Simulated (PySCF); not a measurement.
Ionisation energy of Ca by level of theory

Ca [Ar] 4s2 (1S) → Ca⁺ [Ar] 4s1 (2S), as a difference of total energies. All numbers are calculated (PySCF 2.14, the spin-free X2C one-electron Hamiltonian (Gaussian nucleus), in an even-tempered Gaussian basis (24 s from 0.0056 bohr⁻², ratio 2.5; 16 p from 0.0073 bohr⁻², ratio 2.5; 6 d from 0.11 bohr⁻², ratio 2.7; 6 f from 0.16 bohr⁻², ratio 2.7)). Correlated levels: outer shells: [Ne] frozen; virtual orbitals above 40 to 60 times the deepest correlated orbital energy dropped. The calculations carry no spin-orbit coupling.

```tsv
method	ionisation energy (eV)	error (eV)
UHF	5.137	-0.976
LDA	6.234	+0.121
PBE	6.091	-0.022
PBE0	6.015	-0.098
r2SCAN	5.833	-0.280
BLYP	6.077	-0.036
PW91	6.121	+0.008
MP2 (outer shells)	5.968	-0.145
SCS-MP2 (outer shells)	6.020	-0.093
```

Reference: 6.113 eV (measured; NIST Atomic Spectra Database, ionization energies).
